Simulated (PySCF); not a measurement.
AlClFHS, SMILES [F][Al]([Cl])[SH]. Atoms are numbered in the order given.

```xyz
5

Al    -0.3480    -0.0315     0.0000
Cl     0.6690    -1.8528     0.0000
F     -2.0074    -0.0274     0.0000
S      0.7272     1.8486     0.0000
H     -0.4164     2.5764     0.0000
```

The structure is a stationary point at B3LYP-D3(BJ)/def2-SVP. One conformer was computed; it need not be the lowest.

Method: B3LYP/def2-TZVPD (PySCF).

Mulliken values depend strongly on the basis, most of all with diffuse functions as here. ESP charges are fitted to the potential on shells at 1.4 to 2.0 van der Waals radii. Atomic charges (e):

```tsv
atom	Mulliken	ESP fit
Al1	0.58	0.76
Cl2	-0.20	?
F3	-0.29	-0.38
S4	-0.28	?
H5	0.18	?
```

**Question.** Fill in the missing entries. (Estimate from the structure and the level; the computed values follow.)

**Answer.** 
- Cl2, ESP fit: -0.22
- S4, ESP fit: -0.35
- H5, ESP fit: 0.18
